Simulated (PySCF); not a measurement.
Cu(NH3)2 (CuH6N2), SMILES [NH3]->[Cu+]<-[NH3], charge +1, multiplicity 1.

Coordinates come from a B3LYP-D3(BJ)/def2-SVP optimisation. The spin state was assumed, not searched.

Two levels are set side by side: TDDFT-PBE/def2-SVPD (PySCF) and TDDFT-M06-2X/def2-SVPD (PySCF). Vertical, same geometry. The lowest singlet is HOMO−1→LUMO 99 % with PBE and HOMO→LUMO 88 % with the other functional; states are paired by order. Differences are taken from unrounded values.

```csv
quantity,TDDFT-PBE
lowest singlet excitation (eV),4.93
lowest triplet excitation (TDA) (eV),4.18
```

### Question
These are the TDDFT-PBE values. What does TDDFT-M06-2X give? (Estimate from the structure and the level; the computed values follow.)

### Answer

```csv
quantity,TDDFT-M06-2X,TDDFT-PBE minus TDDFT-M06-2X
lowest singlet excitation (eV),6.18,-1.25
lowest triplet excitation (TDA) (eV),5.11,-0.93
```

Functionals without exact exchange tend to place singlet excitations lower, as here. Differences between two approximate levels are no errors against the true value.

Rough cost on one machine, each run with all the roots and properties that it gave: TDDFT-M06-2X against TDDFT-PBE about 10 times.
